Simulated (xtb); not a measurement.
B(Br)(OH)2 (BBrH2O2), SMILES OB(O)Br. All values are semi-empirical tight-binding results from xtb (GFN2-xTB unless named), good for trends rather than for accurate numbers. Geometry: GFN2-xTB. Other conformers were not sampled.

Optimised geometry:

Bond lengths (Å): B1–Br2 1.902, B1–O3 1.334, B1–O5 1.341, O3–H4 0.957, O5–H6 0.957. Angles (°): Br2–B1–O3 116.2, Br2–B1–O5 121.7, O3–B1–O5 122.1, B1–O3–H4 117.8, B1–O5–H6 120.0.

Estimate the properties. (Estimate from the structure and the level; the computed values follow.)


```yaml
point_group_as_xtb_finds_it: Cs
orbital_gap: 6.18 eV
zero_point_energy: 20.4 kcal/mol
G − E(el) at 298.15 K (modified RRHO): 2.5 kcal/mol
static polarisability (D4 model): 45.2 bohr³
solvation energy, GFN2-xTB/ALPB(water): -9.1 kcal/mol
solvation energy, GFN2-xTB/ALPB(toluene): -4.6 kcal/mol
```

Computed atomic charges and the Wiberg bond orders between heavy atoms:
charges (e) B1 0.53, Br2 -0.24, O3 -0.45, H4 0.32, O5 -0.48, H6 0.33. Bond orders B1–Br2 0.96, B1–O3 1.22, B1–O5 1.19.
